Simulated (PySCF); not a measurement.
Two-component Hartree-Fock for Zn³⁺ (zinc, charge +3)

Start: [Ar] 3d8 4p1; 3d3/2 filled at m_j = -1/2, +1/2, +3/2; 3d5/2 filled at m_j = -3/2, -1/2, +1/2, +3/2, +5/2; 4p3/2 filled at m_j = +3/2. Calculated with PySCF 2.14 in x2c-TZVPall-2c with one added diffuse shell each of s, p, d type (7s8p5d1f, 63 functions): generalised Hartree-Fock with the X2C-1e Hamiltonian and a Gaussian nucleus; one run each with spin-orbit coupling (SO) switched off, then screened by Boettger's factors. This is a chosen level, not necessarily the ground level.

```json
{"spinor shell": "1s1/2", "electrons": "2", "ε, spin-free (eV)": "-9784.3", "ε, screened SO (eV)": "-9784.1", "weight of nominal j (screened SO)": "1.000", "rms radius, screened SO (bohr)": "0.0580"}
{"spinor shell": "2s1/2", "electrons": "2", "ε, spin-free (eV)": "-1289.3", "ε, screened SO (eV)": "-1289.3", "weight of nominal j (screened SO)": "1.000", "rms radius, screened SO (bohr)": "0.244"}
{"spinor shell": "2p1/2", "electrons": "2", "ε, spin-free (eV)": "-1120.6", "ε, screened SO (eV)": "-1137.5", "weight of nominal j (screened SO)": "0.999", "rms radius, screened SO (bohr)": "0.217"}
{"spinor shell": "3s1/2", "electrons": "2", "ε, spin-free (eV)": "-210.62", "ε, screened SO (eV)": "-210.62", "weight of nominal j (screened SO)": "1.000", "rms radius, screened SO (bohr)": "0.721"}
{"spinor shell": "3p1/2", "electrons": "2", "ε, spin-free (eV)": "-157.57", "ε, screened SO (eV)": "-162.40", "weight of nominal j (screened SO)": "0.834", "rms radius, screened SO (bohr)": "0.749"}
{"spinor shell": "3p3/2", "electrons": "4", "ε, spin-free (eV)": "-157.57", "ε, screened SO (eV)": "-155.21", "weight of nominal j (screened SO)": "0.917", "rms radius, screened SO (bohr)": "0.758"}
{"spinor shell": "3d5/2", "electrons": "5", "ε, spin-free (eV)": "-74.270", "ε, screened SO (eV)": "-74.766", "weight of nominal j (screened SO)": "0.615", "rms radius, screened SO (bohr)": "0.861"}
{"spinor shell": "3d3/2", "electrons": "3", "ε, spin-free (eV)": "-74.270", "ε, screened SO (eV)": "-73.559", "weight of nominal j (screened SO)": "0.636", "rms radius, screened SO (bohr)": "0.862"}
{"spinor shell": "4p3/2", "electrons": "1", "ε, spin-free (eV)": "-33.573", "ε, screened SO (eV)": "-33.479", "weight of nominal j (screened SO)": "1.000", "rms radius, screened SO (bohr)": "2.44"}
```

(1) Where does 2p3/2 lie, and what is the 2p spin-orbit splitting (screened SO)?

| quantity | spin-free | screened SO |
| --- | --- | --- |
| E (hartree) | -1791.09155 | -1791.14801 |
| M_J | 11/2 | 11/2 |
| ⟨J²⟩ | 35.753 | 35.753 |
| ⟨L²⟩ | 20.003 | 20.019 |
| ⟨S²⟩ | 3.751 | 3.748 |

Each row is a mean over spinors that exchange with the open shell spreads, by up to 13.351 eV (3p3/2).

Rows whose weight is well below 1 are mixtures of j = l ± 1/2: exchange outweighs spin-orbit coupling there, and the label is only the starting occupation.

Without spin-orbit coupling the j labels of p, d and f shells carry no meaning; the spin-free column gives the mean over the occupied spinors of each nl shell.

Answers

(1) At -1112.4 eV, 25.136 eV above 2p1/2.
